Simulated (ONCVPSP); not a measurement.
vanadium: excitation energies, all-electron against ONCV

* Element: V
* Generator: ONCVPSP 4.0.1
* Type: optimised norm-conserving Vanderbilt (ONCV)
* Functional: PBE
* Relativity: scalar-relativistic
* Frozen core: [Ne]
* Valence charge: 13
* Reference configuration: 3s2 3p6 3d3 4s2
* Partial waves: 3s+4s: rc 1.55 bohr, ncon 5, nbas 8, qcut 6.2 1/bohr, 2 projectors; 3p: rc 1.50 bohr, ncon 3, nbas 7, qcut 8.4 1/bohr, 2 projectors, debl 3.4 Ha; 3d: rc 1.15 bohr, ncon 3, nbas 7, qcut 9.3 1/bohr, 2 projectors, debl 3.4 Ha
* Local potential: polynomial inside 0.75 bohr (lpopt 5, dvloc0 0 Ha)
* Core correction: Teter function, fcfact 1.5, rcfact 1.2

Energies are relative to the spin-unpolarised reference configuration 3s2 3p6 3d3 4s2; without spin polarisation the order of configurations can differ from experiment.

```tsv
valence configuration	charge	ΔE all-electron (eV)	error AE − PS (meV)
3s2 3p6 3d2 4s0	+3	50.928	-0.3
3s2 3p6 3d3 4s0 4p1	+1	11.840	-0.9
```

**Question.** What are ΔE and the potential's error for 3s2 3p6 3d3 4s1?

**Answer.** ΔE = 7.735 eV all-electron; the error (AE − PS) is -0.5 meV.

**Question.** What are ΔE and the potential's error for 3s2 3p6 3d3 4s0?

**Answer.** ΔE = 22.031 eV all-electron; the error (AE − PS) is -1.7 meV.

Levels in the configuration 3s2 3p6 3d3 4s1:

| level | all-electron (eV) | pseudo (eV) |
| --- | --- | --- |
| 3s | -77.835 | -77.842 |
| 3p | -51.651 | -51.654 |
| 3d | -12.633 | -12.641 |
| 4s | -10.901 | -10.900 |
